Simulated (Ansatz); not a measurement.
Breaking the Se4–H5 bond in BH3Se (SMILES B[SeH]) (multiplicity 1 held, fragments rigid). Energies count from the point at 1.473 Å.
Geometry at that point (charge 0, multiplicity 1):
```xyz
5

B      0.450    -0.040    -1.503
H     -0.289    -0.560    -2.270
H      1.487     0.437    -1.819
Se    -0.132    -0.011     0.315
H      1.030     0.692     0.887
```

Restricted levels (R-, RO-) in cc, def2 and unpolarised 6-31G sets keep to the state of the molecule at rest. Unrestricted levels (U-) break spin symmetry where that is lower. Active spaces are followed from a long bond inwards. Levels need not reach the same state.

Frozen-core correlation. Filled d and f shells under p-block atoms count as core.

Run with Ansatz (an electronic-structure program) with Gaussian orbitals. 

Energies in kJ/mol.

```
R (Å)  R-HF/cc-pVDZ  R-MP2/cc-pVDZ  U-SCS-MP2/cc-pVDZ  R-CCSDT/cc-pVDZ  FIC-MRCISD+Q on CASSCF(4,3)/cc-pVDZ
-----  ------------  -------------  -----------------  ---------------  -----------------------------------
1.179           148            153                154              157                                  157
1.326            26             28                 29               31                                   31
1.473             0              0                  0                0                                    0
1.621            24             21                 20               17                                   17
1.768            72             64                 63               56                                   56
1.989           159            144                169              126                                  125
2.210           ___            222                250              189                                  188
2.578           378            328                297              261                                  260
2.947           ___            398                310              297                                  295
3.389           575            441                315              313                                  311
3.978           661            441                316              319                                  317
4.715           723            386                317              320                                  318
```

**Question.** Some entries are withheld; supply them.

**Answer.** 
- 2.947, R-HF/cc-pVDZ: 482
- 2.210, R-HF/cc-pVDZ: 248

Doubts at one or more of the structures used: a restricted determinant that unrestricted orbitals would lower (R-HF/cc-pVDZ, R-MP2/cc-pVDZ, R-CCSDT/cc-pVDZ); a spin-contaminated determinant (U-SCS-MP2/cc-pVDZ); other coupled-cluster roots lie near (R-CCSDT/cc-pVDZ); active orbitals that take no part (FIC-MRCISD+Q on CASSCF(4,3)/cc-pVDZ).
